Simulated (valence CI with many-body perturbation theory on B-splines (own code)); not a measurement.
# Tl49+: fill in the table

Calculated by relativistic CI+MBPT: four valence electrons over a frozen Dirac-Fock core [Ar] 3d10, radial functions for each j: 11 s, 11 p, 9 d, 7 f, 5 g, 2 h, 1 i, with the one-electron correlation potential Σ1 (screened to all orders), the two-electron term Σ2, the three-electron term Σ3, Breit, model QED; selected single and double excitations, second order for the rest (own B-spline code, finite nucleus).

The last digits are not significant, and no measured levels were compared; by estimate large intervals hold to a few tenths of a per cent, small ones and those within an open d or f shell to about a per cent.

```tsv
Level	E (eV)
(4s^2 4p1/2^2) J=0	0.00
(4s^2 4p1/2 4p3/2) J=1	?
(4s^2 4p1/2 4p3/2) J=2	156.04
(4s 4p1/2^2 4p3/2) J=2	265.83
(4s 4p1/2^2 4p3/2) J=1	282.51
(4s^2 4p3/2^2) J=2	?
(4s^2 4p3/2^2) J=0	321.43
(4s^2 4p1/2 4d3/2) J=2	?
(4s^2 4p1/2 4d3/2) J=1	350.39
(4s^2 4p1/2 4d5/2) J=2	371.94
(4s^2 4p1/2 4d5/2) J=3	373.15
(4s 4p1/2 4p3/2^2) J=2 [a]	?
(4s 4p1/2 4p3/2^2) J=3	423.57
(4s 4p1/2 4p3/2^2) J=0	?
(4s 4p1/2 4p3/2^2) J=1 [a]	438.09
(4s 4p1/2 4p3/2^2) J=2 [b]	440.28
(4s 4p1/2 4p3/2^2) J=1 [b]	441.96
(4s 4p1/2^2 4d3/2) J=1	445.17
(4s 4p1/2^2 4d3/2) J=2	?
(4s 4p1/2^2 4d5/2) J=3	485.70
```

Levels are named by their leading jj configuration (3d3/2^4 stands for four electrons in 3d with j = 3/2), which in mixed levels can hold well under half, so a name can repeat and another be missing. Letters in brackets count levels of one name in rising energy.

(1) The levels stand in rising order. What does the calculation give for the missing energies?

Results:

(1) (4s^2 4p1/2 4p3/2) J=1 151.16; (4s^2 4p3/2^2) J=2 310.92; (4s^2 4p1/2 4d3/2) J=2 329.14; (4s 4p1/2 4p3/2^2) J=2 [a] 414.06; (4s 4p1/2 4p3/2^2) J=0 429.80; (4s 4p1/2^2 4d3/2) J=2 449.33.
